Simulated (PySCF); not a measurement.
Species: protonated 2-cyano-1,3-cyclopentadiene, C6H6N (charge +1).
InChI=1S/C6H5N/c7-5-6-3-1-2-4-6/h1,3-4H,2H2/p+1

The closed-shell ground state was solved at several levels (PySCF, density fitting, gas phase, non-relativistic). Isolated species at its PBE0-D3(BJ)/def2-SVP geometry, gas phase.

| level | basis functions | total energy (Eh) | HOMO (eV) | LUMO (eV) | gap (eV) |
| --- | --- | --- | --- | --- | --- |
| PBE0/pcSseg-1 | 149 | -286.2919 | -11.62 | -7.15 | 4.47 |
| KT3/pcSseg-2 | 336 | -291.4389 | -10.62 | -7.99 | 2.63 |
| CAM-B3LYP/def2-SVPD | 188 | -286.3126 | -12.82 | -6.04 | 6.78 |

Q: What might B3LYP/pcJ-1 (249 basis functions) give for the same quantities?

A: Total energy -286.6832 Eh, HOMO -11.38 eV, LUMO -7.33 eV, gap 4.05 eV.

Q: Over all these levels, which gives the widest orbital gap and which the narrowest?

A: CAM-B3LYP/def2-SVPD (range-separated hybrid) has the widest, 6.78 eV, and KT3/pcSseg-2 (GGA) the narrowest, 2.63 eV. Functional and basis both differ between the two, so the spread mixes both effects.
